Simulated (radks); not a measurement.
Spherical quantum dot in the effective-mass picture: electrons in a hard-walled sphere of radius 2.27, with a point charge +2 (a donor) at the centre, all in effective atomic units (hartree* = m*/eps^2 hartree, bohr* = eps/m* bohr), one dielectric constant everywhere. Calculated with a radial shooting solver with Libxc functionals: non-relativistic Kohn-Sham, PBE, spin-polarised, spherical densities. Levels are named by radial order and angular momentum (1s, 1p, 1d, 2s, ...), and open shells are averaged over m. Results are scaled to m* = 0.148 and eps = 14.5, for which hartree* = 19.15 meV and bohr* = 5.185 nm.

N = 20, configuration 1s2 1p6 1d10 2s2. This is the lowest configuration that the search found. Occupied and some empty levels:

level  occupation  eigenvalue (meV)  <r> (nm)
1s              2            214.76     6.381
1p              6            230.55     7.699
1d             10            250.12     8.150
2s              2            254.21     5.055
1f              0            275.29     8.464
1g              0            305.81     8.708
2p              0            305.90     6.005

Energy (meV): total 2541.51, kinetic 1092.9, external -645.71, Hartree 2362.1, exchange-correlation -267.77.
